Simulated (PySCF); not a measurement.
Al(H)(F)(OH) (AlFH2O), SMILES [OH][AlH][F]. Atoms are numbered in the order given.

```xyz
5

Al    -0.4486    -0.0395     0.0000
H     -2.0173    -0.1337     0.0000
F      0.4694    -1.4310     0.0000
O      0.2960     1.4902     0.0000
H      1.2564     1.6049     0.0000
```
Charge 0, spin multiplicity 1.

Geometry optimised at PBE-D3(BJ)/def2-TZVP. Other conformers were not sampled.

Calculation: PBE0/def2-TZVPD in PySCF.

The molecule is in vacuum.

* **total energy**: -418.62390 hartree
* **point group**: Cs
* **highest occupied level**: -9.63 eV
* **lowest empty level**: -0.69 eV
* **orbital gap**: 8.94 eV
* **dipole moment**: 0.72 D
* **quadrupole, principal values (traceless, Buckingham form, about the centre of nuclear charge)**: -9.67, 4.43, 5.24 D·Å
* **mean static polarisability**: 29.8 bohr³ (4.42 Å³)
* **polarisability, principal values**: 27.1, 29.8, 32.6 bohr³
